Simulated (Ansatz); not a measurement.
`[CH3][Y]([OH])[F]` + H–F → `[OH][Y]([F])[F]` + CH₄ at 400 K and 1 bar (ligand exchange at a Y–C bond).

Isolated molecules relaxed with PBE0-D4/def2-TZVP in Ansatz; ΔE leaves out vibrations. CCSD(T)/CBS adds triple-zeta CCSD(T) − MP2 to the extrapolated MP2 energy (def2 sets, frozen cores). This one scheme is used for every species. Elements past krypton have def2 core potentials. For Y outer-core shells are correlated without core-valence functions, which leaves a few kJ/mol of doubt a bond. Each species was taken in one conformer, which may not be the lowest.

| species | CCSD(T)/CBS energy (Eh) | H − E (kJ/mol) | S (J/(mol·K)) |
| --- | --- | --- | --- |
| `[CH3][Y]([OH])[F]` | -253.82257 | 158.2 | 409.2 |
| H–F | -100.39570 | 36.5 | 182.2 |
| `[OH][Y]([F])[F]` | -313.85352 | 68.5 | 361.9 |
| CH₄ | -40.46206 | 131.3 | 197.2 |

H − E and S are ideal-gas, rigid-rotor, harmonic terms from PBE0-D4/def2-TZVP, for one conformer and one mirror image of each species. 1 Eh = 2625.50 kJ/mol, R = 8.31446 J/(mol·K).

Question: By hand: ΔE, ΔH, ΔS and ΔG.

Answer: ΔE = (-313.85352) + (-40.46206) − (-253.82257) − (-100.39570) = -0.09731 Eh = -255.5 kJ/mol. Δ(H − E) = 68.5 + 131.3 − 158.2 − 36.5 = 5.1, so ΔH = -250.4 kJ/mol. ΔS = 361.9 + 197.2 − 409.2 − 182.2 = -32.3 J/(mol·K). ΔG = -250.4 − 400 × (-32.3)/1000 = -237.5 kJ/mol.

Question: By hand: the equilibrium constant, and the temperature at which ΔG would vanish if ΔH and ΔS stayed fixed.

Answer: log₁₀ K = −ΔG/(RT ln 10) = 31.0. ΔG = 0 at ΔH/ΔS = 7752 K, far beyond where these terms or the molecules hold.

ΔH outweighs TΔS. A doubt of 5 kJ/mol in ΔE shifts log₁₀ K by 0.7 here. Other conformers and mirror images would add mixing entropy, several J/(mol·K) or more a flexible species. Modes under 60 cm⁻¹, often nearly free rotors, make the harmonic entropy too high. These are equilibria of isolated gas molecules and say nothing of rates. Largest T1 diagnostic: 0.015 (customary marks: 0.02 for closed shells, 0.045 for open ones).
